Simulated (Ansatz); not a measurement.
Cost and result up the ladder for fac-CrBr3(PH3)3 (CrP3H9Br3) (16 atoms). Total charge 0; quartet. Geometry: PBE0-D4/def2-SVP.

Cartesian coordinates in Å:
```
Cr -0.677 0.166 -0.670
Br -2.307 1.889 -0.100
P 1.080 -1.485 -0.960
H 1.196 -2.593 -0.075
H 2.447 -1.092 -0.992
H 0.984 -2.160 -2.194
Br 0.161 0.897 -2.840
P -1.210 -0.577 1.580
H -2.598 -0.722 1.784
H -0.871 0.216 2.711
H -0.752 -1.837 2.056
Br -2.075 -1.750 -1.235
P 0.857 1.884 0.100
H 0.647 3.121 -0.544
H 2.262 1.742 -0.079
H 0.855 2.302 1.459
```

Ansatz on 4 threads of Intel Xeon Platinum 8259CL on a shared host. Times are rough, and most runs start from the orbitals of an earlier one. PBE0-D4/def2-TZVP serves as the yardstick here, not as an exact answer. Differences are given only for rows in sets of like size (and for xTB, whose basis is part of the method), since another set adds its own error. Binding counts from free atoms at the same level (Cr septet, Br doublet, P quartet, H doublet; other spins of the atoms weren't run), without zero-point energy or a counterpoise term.

B3LYP takes the VWN-RPA correlation. HSE06 is defined as in plane-wave codes, on full-range PBE exchange. Correlated methods freeze 47 core orbitals; core or outer-core shells of Cr, Br are correlated, in sets that lack core-valence functions.

Correlated methods converge slowly with the basis.

```csv
level,functions,wall time
HF/STO-3G,108,6.5 s
PBE-D4/def2-SVP,226,11 s
PBE-D4/def2-TZVP,354,18 s
PBE0-D4/def2-SVP,226,24 s
B3LYP-D4/def2-TZVP,354,45 s
r2SCAN-D4/def2-TZVP (with forces),354,46 s
HSE06-D4/def2-TZVP,354,49 s
PBE0-D4/def2-TZVP (with forces),354,53 s
MP2/def2-TZVP,354,72 s
```

Q: Estimate what each level gives for the binding energy per atom (eV).

A: 
| level | binding energy per atom (eV) | difference from PBE0-D4/def2-TZVP (eV) |
| --- | --- | --- |
| HF/STO-3G | 2.85 | – |
| PBE-D4/def2-SVP | 2.74 | – |
| PBE-D4/def2-TZVP | 2.75 | 0.08 |
| PBE0-D4/def2-SVP | 2.65 | – |
| B3LYP-D4/def2-TZVP | 2.72 | 0.05 |
| r2SCAN-D4/def2-TZVP (with forces) | 2.71 | 0.04 |
| HSE06-D4/def2-TZVP | 2.67 | 0.00 |
| PBE0-D4/def2-TZVP (with forces) | 2.67 | 0.00 |
| MP2/def2-TZVP | 2.50 | -0.17 |
